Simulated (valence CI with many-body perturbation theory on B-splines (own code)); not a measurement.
# Level structure of W⁴²⁺

Method: valence CI with perturbative core correlation (CI+MBPT): four valence electrons over a frozen Dirac-Fock core [Ar] 3d10, radial functions for each j: 11 s, 11 p, 10 d, 8 f, 5 g, 2 h, with the one-electron correlation potential Σ1 (screened to all orders), the two-electron term Σ2, the three-electron term Σ3, Breit, model QED; selected single and double excitations, second order for the rest, scaled by the run's own slope (own B-spline code, finite nucleus).

No measured spectrum was set against this ion. As an estimate, large intervals hold to a few tenths of a per cent, small ones and those within an open d or f shell to about a per cent. Among the levels kept, up to 380 cm⁻¹ of a level comes from second order outside the variational space, and about a tenth of that is noise between levels of different J, which matters for small intervals.

Levels 1 to 45 of 188, with energies above the lowest level, (4s^2 4p1/2^2) J=0. "Leading %" is the weight of the configuration and term that name the level; weights of strongly mixed levels are sums over their largest components and can fall short, so below about 35 % the name and the second component can differ from the true leading terms, or belong to a minority configuration. In the jj column 3d3/2^4 stands for four electrons in 3d with j = 3/2. Lifetimes count E1, E2, E3, M1 and M2 decay at the calculated energies, and are blank where another channel may lead or the interval is too uncertain; long ones can be off by a factor of two.

| No. | Configuration | Term | J | E (eV) | Leading % | g | Lifetime | Leading jj |
| --- | --- | --- | --- | --- | --- | --- | --- | --- |
| 1 | 4s²4p² | ³P | 0 | 0.00 | 70 |  |  | 4s^2 4p1/2^2 (99 %) |
| 2 | 4s²4p² | ³P | 1 | 91.56 | 99 | 1.497 | 200 ns | 4s^2 4p1/2 4p3/2 (99 %) |
| 3 | 4s²4p² | ¹D | 2 | 95.85 | 63 | 1.177 | 6.71 μs | 4s^2 4p1/2 4p3/2 (99 %) |
| 4 | 4s4p³ | ³P° | 2 | 187.65 | 45 | 1.568 | 44.8 ps | 4s 4p1/2^2 4p3/2 (96 %) |
| 5 | 4s²4p² | ³P | 2 | 190.65 | 63 | 1.314 | 114 ns | 4s^2 4p3/2^2 (99 %) |
| 6 | 4s²4p² | ¹S | 0 | 199.93 | 69 |  | 90.6 ns | 4s^2 4p3/2^2 (98 %) |
| 7 | 4s4p³ | ³D° | 1 | 202.33 | 36 | 1.060 | 2.76 ps | 4s 4p1/2^2 4p3/2 (93 %) |
| 8 | 4s²4p4d | ³F° | 2 | 244.68 | 73 | 0.765 | 92.5 ps | 4s^2 4p1/2 4d3/2 (98 %) |
| 9 | 4s²4p4d | ³D° | 1 | 262.85 | 51 | 0.869 | 610 fs | 4s^2 4p1/2 4d3/2 (92 %) |
| 10 | 4s4p³ | ⁵S° | 2 | 267.51 | 29 | 1.453 | 23.6 ps | 4s 4p1/2 4p3/2^2 (50 %) |
| 11 | 4s²4p4d | ³F° | 3 | 271.86 | 40 | 1.175 | 11.0 ps | 4s^2 4p1/2 4d5/2 (75 %) |
| 12 | 4s4p³ | ³D° | 2 | 283.47 | 33 | 1.359 | 1.94 ps | 4s 4p1/2 4p3/2^2 (49 %) |
| 13 | 4s4p³ | ³D° | 3 | 287.99 | 74 | 1.262 | 3.51 ps | 4s 4p1/2 4p3/2^2 (74 %) |
| 14 | 4s4p³ | ³P° | 0 | 291.12 | 96 |  | 3.97 ps | 4s 4p1/2 4p3/2^2 (96 %) |
| 15 | 4s4p³ | ³P° | 1 | 298.02 | 49 | 1.277 | 2.24 ps | 4s 4p1/2 4p3/2^2 (93 %) |
| 16 | 4s4p³ | ¹D° | 2 | 300.68 | 68 | 1.098 | 1.43 ps | 4s 4p1/2 4p3/2^2 (88 %) |
| 17 | 4s4p³ | ³S° | 1 | 302.19 | 39 | 1.360 | 1.08 ps | 4s 4p1/2 4p3/2^2 (95 %) |
| 18 | 4s4p²4d | ⁵F | 1 | 342.04 | 44 | 0.416 | 18.8 ps | 4s 4p1/2^2 4d3/2 (97 %) |
| 19 | 4s4p²4d | ³D | 2 | 345.29 | 28 | 1.160 | 20.0 ps | 4s 4p1/2^2 4d3/2 (92 %) |
| 20 | 4s²4p4d | ³D° | 2 | 352.23 | 50 | 1.050 | 688 fs | 4s^2 4p3/2 4d3/2 (90 %) |
| 21 | 4s²4p4d | ³P° | 1 | 353.53 | 54 | 1.129 | 803 fs | 4s^2 4p3/2 4d3/2 (92 %) |
| 22 | 4s²4p4d | ³P° | 0 | 354.29 | 95 |  | 842 fs | 4s^2 4p3/2 4d3/2 (95 %) |
| 23 | 4s²4p4d | ³F° | 3 | 354.62 | 40 | 1.118 | 865 fs | 4s^2 4p3/2 4d3/2 (90 %) |
| 24 | 4s²4p4d | ³F° | 4 | 362.68 | 99 | 1.246 | 238 ns | 4s^2 4p3/2 4d5/2 (99 %) |
| 25 | 4s²4p4d | ³P° | 2 | 363.35 | 36 | 1.294 | 24.2 ps | 4s^2 4p3/2 4d5/2 (78 %) |
| 26 | 4s4p²4d | ³D | 3 | 368.59 | 30 | 1.361 | 4.11 ps | 4s 4p1/2^2 4d5/2 (94 %) |
| 27 | 4s4p²4d | ³F | 2 | 374.79 | 23 | 1.074 | 4.68 ps | 4s 4p1/2^2 4d5/2 (81 %) |
| 28 | 4s²4p4d | ³D° | 3 | 381.19 | 53 | 1.177 | 1.26 ps | 4s^2 4p3/2 4d5/2 (92 %) |
| 29 | 4s²4p4d | ¹P° | 1 | 382.61 | 59 | 1.119 | 2.23 ps | 4s^2 4p3/2 4d5/2 (90 %) |
| 30 | 4s4p³ | ³P° | 2 | 392.87 | 40 | 1.379 | 1.19 ps | 4s 4p3/2^3 (77 %) |
| 31 | 4p⁴ | ³P | 2 | 398.65 | 51 | 1.232 | 1.53 ps | 4p1/2^2 4p3/2^2 (74 %) |
| 32 | 4p⁴ | ¹S | 0 | 403.79 | 54 |  | 1.88 ps | 4p1/2^2 4p3/2^2 (87 %) |
| 33 | 4s4p³ | ¹P° | 1 | 405.56 | 39 | 1.157 | 736 fs | 4s 4p3/2^3 (87 %) |
| 34 | 4s4p²4d | ⁵D | 0 | 425.43 | 85 |  | 23.0 ps | 4s 4p1/2 4p3/2 4d3/2 (96 %) |
| 35 | 4s4p²4d | ⁵D | 1 | 425.68 | 55 | 1.175 | 24.3 ps | 4s 4p1/2 4p3/2 4d3/2 (98 %) |
| 36 | 4s4p²4d | ⁵F | 2 | 426.13 | 44 | 1.101 | 7.78 ps | 4s 4p1/2 4p3/2 4d3/2 (94 %) |
| 37 | 4s4p²4d | ⁵F | 3 | 427.93 | 44 | 1.123 | 21.4 ps | 4s 4p1/2 4p3/2 4d3/2 (90 %) |
| 38 | 4s4p²4d | ³G | 4 | 434.49 | 32 | 1.179 | 117 ps | 4s 4p1/2 4p3/2 4d3/2 (82 %) |
| 39 | 4s²4p4f | ³G | 3 | 435.94 | 40 | 0.883 | 54.0 ps | 4s^2 4p1/2 4f5/2 (58 %) |
| 40 | 4s4p²4d | ³F | 2 | 440.82 | 30 | 0.907 | 5.70 ps | 4s 4p1/2 4p3/2 4d3/2 (57 %) |
| 41 | 4s4p²4d | ³F | 3 | 444.34 | 19 | 1.300 | 1.16 ps | 4s 4p1/2 4p3/2 4d3/2 (63 %) |
| 42 | 4s4p²4d | ⁵D | 4 | 444.49 | 49 | 1.397 | 176 ps | 4s 4p1/2 4p3/2 4d5/2 (98 %) |
| 43 | 4s4p²4d | ³F | 2 | 445.75 | 29 | 1.005 | 1.18 ps | 4s 4p1/2 4p3/2 4d3/2 (63 %) |
| 44 | 4s4p²4d | ⁵P | 1 | 447.87 | 27 | 1.597 | 849 fs | 4s 4p1/2 4p3/2 4d3/2 (94 %) |
| 45 | 4s4p²4d | ³D | 2 | 448.57 | 22 | 1.331 | 877 fs | 4s 4p1/2 4p3/2 4d3/2 (72 %) |

The ionisation energy to 4s²4p ²P°1/2 of the next ion comes out as 2147 eV (NIST: 2149.1 ± 2.1 eV (semi-empirical)). All 188 levels together are meant to be complete up to 659.48 eV.
